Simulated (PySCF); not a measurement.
A structure optimised at B3LYP-D3(BJ)/def2-SVP, used in a PySCF frequency run:

```
C
H 1 1.1033
H 1 1.1033 2 107.35
O 1 1.4293 2 109.56 3 118.91
C 4 1.3448 1 119.59 2 -58.77
C 5 1.3399 4 131.47 1 0.00
F 6 1.3507 5 125.02 4 0.00
H 6 1.0914 5 121.57 4 -180.00
H 5 1.0934 6 116.82 8 0.00
C 1 1.5139 2 111.34 3 -122.10
H 10 1.1008 1 110.68 2 179.91
H 10 1.1008 11 108.20 1 -121.43
H 10 1.1009 11 108.50 12 -117.54
```
Charge 0, spin multiplicity 1.

Problem. Write its SMILES, formula and point group.

Solution. CCO/C=C\F, C4H7FO, Cs

Problem. What are its rotational constants (standard atomic weights)?

Solution. 7.5261, 2.1188, 1.6886 GHz
